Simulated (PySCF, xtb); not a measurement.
C2H4Cl2Sn, SMILES [SnH]([Cl])([CH]=C)[Cl]. Other conformers were not sampled.

Harmonic wavenumbers (cm⁻¹) from GFN2-xTB (xtb) at its own minimum, in rising order: 13, 77, 91, 102, 264, 296, 313, 411, 432, 476, 494, 890, 947, 995, 1159, 1336, 1380, 1657, 3044, 3070, 3078.

**Question.** What does PBE0-D3(BJ)/def2-SVP run with PySCF give at its own minimum? (An estimate is asked for; the answer gives what the named calculation found.)

**Answer.** 67, 105, 114, 144, 295, 370, 383, 475, 538, 575, 604, 987, 1003, 1023, 1244, 1406, 1675, 1967, 3140, 3191, 3242. Paired by order, the mean absolute difference is 96 cm⁻¹ and the zero-point energies are 29.3 and 32.2 kcal/mol.
